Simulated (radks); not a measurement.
Question: The mean radii <r> (bohr) of the occupied orbitals of an atom or ion are listed with their occupations. All-electron calculation, Dirac Kohn-Sham, HCTH/407, spin-unpolarised, spherical densities, point nucleus. Program: a radial shooting solver on a logarithmic mesh with Libxc functionals.

orbital  occ.      <r>
1s1/2       2  0.04836
2s1/2       2   0.2018
2p1/2       1   0.1713

Name the element and its charge. Open shells, if any, fill j = l - 1/2 first.

Answer: Z = 31, gallium, charge +26: Ga26+ in [He] 2s2 2p1. The 1s radius gives Z: for a bare nucleus <r> = (2 gamma + 1)/(2Z) with gamma = sqrt(1 - (Z/c)^2), 0.04755 bohr for Z = 31, and screening makes it slightly larger (0.04836 here). The occupations add up to 5, and the charge is Z minus that.
